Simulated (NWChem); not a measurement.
System: hydrogen iodide (HI); SMILES I

Here is an NWChem input.

```
start job
memory heap 200 mb stack 900 mb global 1100 mb
geometry units angstroms noautosym nocenter noautoz
  I      0.000000     0.000000     0.052007
  H      0.000000     0.000000    -1.565186
end
basis spherical
  * library def2-svp
end
ecp
  I library def2-ecp
end
dft
  xc b3lyp
  iterations 150
end
tddft
  cis
  nroots 6
  notriplet
end
task tddft energy
```

Output (shortened):

```
             Northwest Computational Chemistry Package (NWChem) 7.3.0
             --------------------------------------------------------

                             Geometry "geometry" -> ""
                             -------------------------

 Output coordinates in angstroms (scale by  1.889725989 to convert to a.u.)

  No.       Tag          Charge          X              Y              Z
 ---- ---------------- ---------- -------------- -------------- --------------
    1 I                   53.0000     0.00000000     0.00000000     0.05200700
    2 H                    1.0000     0.00000000     0.00000000    -1.56518600

 Effective nuclear repulsion energy (a.u.)      17.3426388792

                                 NWChem DFT Module
                                 -----------------

 Summary of "ao basis" -> "ao basis" (spherical)
 ------------------------------------------------------------------------------
       Tag                 Description            Shells   Functions and Types
 ---------------- ------------------------------  ------  ---------------------
 I                          def2-svp                10       26   4s4p2d
 H                          def2-svp                 3        5   2s1p

            General Information
            -------------------
          SCF calculation type: DFT
          Wavefunction type:  closed shell.
          No. of atoms     :     2
          No. of electrons :    26
           Alpha electrons :    13
            Beta electrons :    13
          Charge           :     0
          Spin multiplicity:     1
          Use of symmetry is: off; symmetry adaption is: off
          Maximum number of iterations: 150
          AO basis - number of functions:    31
                     number of shells:    13
          Convergence on energy requested:  1.00D-06
          Convergence on density requested:  1.00D-05
          Convergence on gradient requested:  5.00D-04

              XC Information
              --------------
                         B3LYP Method XC Potential
                     Hartree-Fock (Exact) Exchange  0.200
                        Slater Exchange Functional  0.800 local
                    Becke 1988 Exchange Functional  0.720 non-local
              Lee-Yang-Parr Correlation Functional  0.810
                  VWN I RPA Correlation Functional  0.190 local

             Grid Information
             ----------------
          Grid used for XC integration:  medium
          Radial quadrature: Mura-Knowles
          Angular quadrature: Lebedev.
          Tag              B.-S. Rad. Rad. Pts. Rad. Cut. Ang. Pts.
          ---              ---------- --------- --------- ---------
          I                   1.40      123           7.0       590
          H                   0.35       45           7.0       434
          Grid pruning is: on
          Number of quadrature shells:   168
          Spatial weights used:  Erf1

      Superposition of Atomic Density Guess
      -------------------------------------

 Sum of atomic energies:        -347.62639888

      Non-variational initial energy
      ------------------------------

 Total energy =    -297.168365
 1-e energy   =    -534.099297
 2-e energy   =     228.750442
 HOMO         =      -0.350961
 LUMO         =       0.037860

   convergence    iter        energy       DeltaE   RMS-Dens  Diis-err
 ---------------- ----- ----------------- --------- --------- ---------
 d= 0,ls=0.0,diis     1   -298.3738448739 -3.07D+02  1.93D-02  1.04D-01
 d= 0,ls=0.0,diis     2   -298.3820630754 -8.22D-03  8.60D-03  5.35D-02
 d= 0,ls=0.0,diis     3   -298.3921305692 -1.01D-02  2.09D-03  3.11D-03
 d= 0,ls=0.0,diis     4   -298.3927274313 -5.97D-04  3.39D-04  5.06D-05
 d= 0,ls=0.0,diis     5   -298.3927325650 -5.13D-06  5.43D-05  2.89D-06
 d= 0,ls=0.0,diis     6   -298.3927329266 -3.62D-07  8.03D-06  3.72D-08

         Total DFT energy =     -298.392732926571
      One electron energy =     -534.743868555540
           Coulomb energy =      250.841679745888
    Exchange-Corr. energy =      -22.671034154282
 Nuclear repulsion energy =        8.180490037363

 Numeric. integr. density =       25.999985399224

                       DFT Final Molecular Orbital Analysis
                       ------------------------------------

[...]

                                NWChem TDDFT Module
                                -------------------

            General Information
            -------------------
           No. of orbitals :      62
            Alpha orbitals :      31
             Beta orbitals :      31
        Alpha frozen cores :       0
         Beta frozen cores :       0
     Alpha frozen virtuals :       0
      Beta frozen virtuals :       0
         Spin multiplicity :       1
    Number of AO functions :      31
        Use of symmetry is : off
      Symmetry adaption is : off
         Schwarz screening :  0.10D-07

              XC Information
              --------------
                  B3LYP Method XC Potential
              Hartree-Fock (Exact) Exchange   0.20
                 Slater Exchange Functional   0.80 local
             Becke 1988 Exchange Functional   0.72 non-local
       Lee-Yang-Parr Correlation Functional   0.81
           VWN I RPA Correlation Functional   0.19 local

             TDDFT Information
             -----------------
          Calculation type : Tamm-Dancoff TDDFT
         Wavefunction type : Restricted singlets
          No. of electrons :      26
           Alpha electrons :      13
            Beta electrons :      13
              No. of roots :       6
          Max subspacesize :    5200
            Max iterations :     100
               Target root :       1
           Target symmetry : none
      Symmetry restriction : off
                 Algorithm : Optimal
        Davidson threshold :  0.10D-03

    6 smallest eigenvalue differences (eV)
--------------------------------------------------------
  No. Spin  Occ  Vir  Irrep   E(Occ)    E(Vir)   E(Diff)
--------------------------------------------------------
    1    1   13   14 a        -0.277    -0.035     6.571
    2    1   12   14 a        -0.277    -0.035     6.571
    3    1   11   14 a        -0.411    -0.035    10.241
    4    1   13   15 a        -0.277     0.245    14.181
    5    1   12   15 a        -0.277     0.245    14.181
    6    1   13   16 a        -0.277     0.313    16.043
--------------------------------------------------------

  Entering Davidson iterations
  Restricted singlet excited states

  Iter   NTrls   NConv    DeltaV     DeltaE      Time
  ----  ------  ------  ---------  ---------  ---------
    1      6       0     0.14E+00   0.10+100        1.5
    2     12       0     0.25E-01   0.40E-01        1.6
    3     18       0     0.32E-02   0.70E-03        1.5
    4     24       4     0.93E-03   0.13E-04        1.6
    5     26       6     0.86E-04   0.70E-06        1.2
  ----  ------  ------  ---------  ---------  ---------
  Convergence criterion met

  Ground state a        -298.392732926571 a.u.

  ----------------------------------------------------------------------------
  Root   1 singlet a              0.200859469 a.u.                5.4657 eV
  ----------------------------------------------------------------------------
     Transition Moments    X -0.03542   Y  0.03567   Z -0.00000
     Dipole Oscillator Strength                    0.0003383648
     Electric Quadrupole                           0.0000000294
     Magnetic Dipole                               0.0000005146
     Total Oscillator Strength                     0.0003389088

     Occ.   13  a   ---  Virt.   14  a       -0.99797
  ----------------------------------------------------------------------------
  Root   2 singlet a              0.200859470 a.u.                5.4657 eV
  ----------------------------------------------------------------------------
     Transition Moments    X -0.03566   Y -0.03542   Z -0.00000
     Dipole Oscillator Strength                    0.0003383430
     Electric Quadrupole                           0.0000000294
     Magnetic Dipole                               0.0000005146
     Total Oscillator Strength                     0.0003388871

     Occ.   12  a   ---  Virt.   14  a       -0.99797
  ----------------------------------------------------------------------------
  Root   3 singlet a              0.406343165 a.u.               11.0572 eV
  ----------------------------------------------------------------------------
     Transition Moments    X  0.00000   Y  0.00000   Z -1.91257
     Dipole Oscillator Strength                    0.9909183741
     Electric Quadrupole                           0.0000020387
     Magnetic Dipole                               0.0000000000
     Total Oscillator Strength                     0.9909204128

     Occ.   11  a   ---  Virt.   14  a        0.95566
     Occ.   11  a   ---  Virt.   15  a       -0.10113
     Occ.   11  a   ---  Virt.   23  a       -0.08425
     Occ.   12  a   ---  Virt.   17  a       -0.06877
     Occ.   12  a   ---  Virt.   20  a        0.16430
     Occ.   13  a   ---  Virt.   18  a       -0.06877
     Occ.   13  a   ---  Virt.   19  a        0.16430
  ----------------------------------------------------------------------------
  Root   4 singlet a              0.482622344 a.u.               13.1328 eV
  ----------------------------------------------------------------------------
     Transition Moments    X  0.78584   Y  0.75254   Z -0.00000
     Dipole Oscillator Strength                    0.3809023112
     Electric Quadrupole                           0.0000002962
     Magnetic Dipole                               0.0000001727
     Total Oscillator Strength                     0.3809027801

[...]
```

Level: B3LYP/def2-SVP with def2 effective core potentials on I, TDA. The geometry was optimised at PBE0/def2-SVP. def2 effective core potentials on I; no spin-orbit coupling.
